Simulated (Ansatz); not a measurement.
Isolated molecules relaxed with PBE0-D4/def2-TZVP in Ansatz; ΔE leaves out vibrations. CCSD(T)/CBS is the MP2 limit (def2-TZVPP, def2-QZVPP) plus CCSD(T) − MP2 in def2-TZVPP, frozen cores. This one scheme is used for every species. Functionals use def2-TZVPP. B3LYP here is the variant with VWN-RPA as its local correlation; programs differ in this. For Ga outer-core shells are correlated without core-valence functions, which leaves a few kJ/mol of doubt a bond. Scalar relativity is left out up to krypton. Each species was taken in one conformer, which may not be the lowest.

Reaction (ligand exchange at a Ga–N bond): `C[N](C)[Ga]([OH])[N](C)C` + HCl → `C[N](C)[Ga]([OH])[Cl]` + dimethylamine

`C[N](C)[Ga]([OH])[N](C)C`:

```xyz
21

C    -0.878   -2.069    0.523
N     0.131   -1.191    1.050
C     0.659   -1.634    2.312
Ga    0.706    0.334    0.240
O     2.251    1.086    0.754
N    -0.140    1.233   -1.086
C     0.532    2.278   -1.818
C    -1.502    1.032   -1.497
H    -1.202   -1.751   -0.469
H    -0.500   -3.098    0.426
H    -1.768   -2.114    1.169
H     1.132   -2.624    2.234
H    -0.127   -1.712    3.078
H     1.410   -0.936    2.692
H     2.806    0.515    1.287
H     0.008    3.239   -1.716
H     0.586    2.049   -2.893
H     1.551    2.413   -1.449
H    -2.081    1.966   -1.426
H    -1.573    0.690   -2.541
H    -2.002    0.294   -0.869
```

HCl:

```xyz
2

Cl    0.540   -0.159   -0.304
H    -0.540    0.159    0.304
```

`C[N](C)[Ga]([OH])[Cl]`:

Cartesian coordinates in Å:
```
C 0.889 0.516 1.326
N 0.032 0.020 0.281
C -1.141 -0.673 0.753
Ga 0.370 0.224 -1.472
O -0.762 -0.438 -2.670
Cl 2.121 1.257 -2.139
H 0.357 1.226 1.975
H 1.257 -0.300 1.963
H 1.756 1.031 0.906
H -1.767 -0.019 1.376
H -1.750 -1.023 -0.083
H -0.871 -1.547 1.363
H -0.491 -0.275 -3.576
```

`CNC`:

Cartesian coordinates in Å:
```
C 0.569 0.440 0.972
N 0.080 0.596 -0.379
C -0.448 -0.632 -0.928
H 0.903 1.403 1.361
H 1.431 -0.233 0.971
H -0.174 0.021 1.673
H -0.630 1.316 -0.406
H 0.360 -1.362 -1.030
H -0.856 -0.450 -1.924
H -1.236 -1.098 -0.310
```

```tsv
level	ΔE (kJ/mol)	difference from CCSD(T)/CBS
PBE-D4	-99.5	-4.4
r2SCAN-D4	-105.3	-10.2
PBE0-D4	-104.0	-8.9
B3LYP-D4	-99.8	-4.7
ωB97X-V	-103.3	-8.2
ωB97M-V	-103.3	-8.2
B2PLYP	-105.5	-10.4
PBE	-107.4	-12.3
r2SCAN	-108.2	-13.1
PBE0	-111.1	-16.0
B3LYP	-111.7	-16.6
HF/def2-TZVPP	-128.3	-33.2
MP2/def2-TZVPP	-94.3	0.8
SCS-MP2/def2-TZVPP	-97.6	-2.5
CCSD/def2-TZVPP	-97.7	-2.6
CCSD(T)/def2-TZVPP	-94.2	0.9
HF/def2-QZVPP	-127.9	-32.8
MP2/def2-QZVPP	-94.7	0.4
SCS-MP2/def2-QZVPP	-98.4	-3.3
HF/CBS(def2)	-127.8	-32.7
MP2/CBS(def2)	-95.3	-0.2
CCSD/CBS(def2)	-98.7	-3.6
CCSD(T)/CBS	-95.1	0
```

Largest T1 diagnostic among the species: 0.013.

In def2-TZVPP, CCSD(T) changes the Hartree–Fock value by +34.2 kJ/mol (the triples alone add +3.6 kJ/mol) and MP2 by +34.0 kJ/mol. The D4 term adds +11.9 kJ/mol with B3LYP and +7.1 kJ/mol with PBE0; it sums over pairs of atoms, weighted by their polarisabilities, and B3LYP, whose exchange is more repulsive, gets the larger term.

CCSD(T)/CBS has its own doubt, a few kJ/mol and more with outer-core shells, so smaller differences from it don't rank the levels.
